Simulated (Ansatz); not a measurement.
Ti, singlet; Ansatz (a quantum-chemistry and plane-wave program) with PBE/6-31G.

The Ansatz input:
Ansatz 0.2 input:
```yaml
crystal:
  periodic: [false, false, false]
  atoms:
    - {symbol: Ti, position_ang: [0.00000000, 0.00000000, 0.00000000]}
basis:
  gaussian:
    orbitals: 6-31G
hamiltonian:
  xc: pbe
```

Predict the main parts of the log of this Ansatz run.


```
Functional definition: PBE
186 factors; integrals over basis functions are off by at most 8.1e-5 eV
mean field evaluation 1: about -23082.9557 eV, gradient 6.4e1 eV
mean field evaluation 2: about -23049.6216 eV, gradient 1.2e2 eV
mean field evaluation 4: about -23101.0106 eV, gradient 1.3e1 eV
mean field evaluation 8: about -23101.1907 eV, gradient 9.5e0 eV
mean field evaluation 16: about -23101.4510 eV, gradient 1.4e-3 eV
mean field evaluation 32: about -23101.4509 eV, gradient 1.2e-1 eV
mean field evaluation 64: about -23101.4510 eV, gradient 8.8e-6 eV
mean field evaluation 96: about -23090.3630 eV, gradient 4.8e1 eV
mean field evaluation 128: about -23101.4510 eV, gradient 1.8e-2 eV
mean field evaluation 160: about -23101.3505 eV, gradient 9.1e-1 eV
mean field evaluation 192: about -23101.4510 eV, gradient 1.2e-5 eV
mean field -23101.45097349 eV, -848.9626645497 hartree, gradient 1.2e-5 eV, S^2 0.000000; 7 other end points of the search recorded, 0 dependent functions left out
reference -23101.45099842 eV, -848.9626654660 hartree; 11, 11 occupied and 18, 18 virtual orbitals, 186 factors
Total energy: -23101.45099842 eV, -848.9626654660 hartree
```
